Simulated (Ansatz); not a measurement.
ZrBrF₃ was relaxed with PBE0-D4 (def2-SVP) in Ansatz in these states: charge +1 doublet, neutral singlet. The geometries follow in no particular order.

In the def2 sets Zr takes a core potential; there is no spin–orbit coupling.

A:

Cartesian coordinates in Å:
```
Zr 0.162 -0.059 -0.221
Br -1.580 0.696 1.880
F 1.237 -1.266 0.694
F 1.059 1.457 -0.801
F -0.878 -0.828 -1.552
```

B:

```xyz
5

Zr   -0.014   -0.077    0.082
Br    0.300    1.619   -1.722
F    -1.288   -1.362   -0.458
F    -0.621    0.766    1.659
F     1.623   -0.947    0.440
```

Question: Judge from the bond lengths which geometry belongs to which state (an estimate).

Answer: A is the charge +1 doublet (Zr1–Br2 2.831 Å, Zr1–F4 1.855 Å, Zr1–F5 1.855 Å); B is the neutral singlet (Zr1–Br2 2.496 Å, Zr1–F4 1.888 Å, Zr1–F5 1.888 Å).
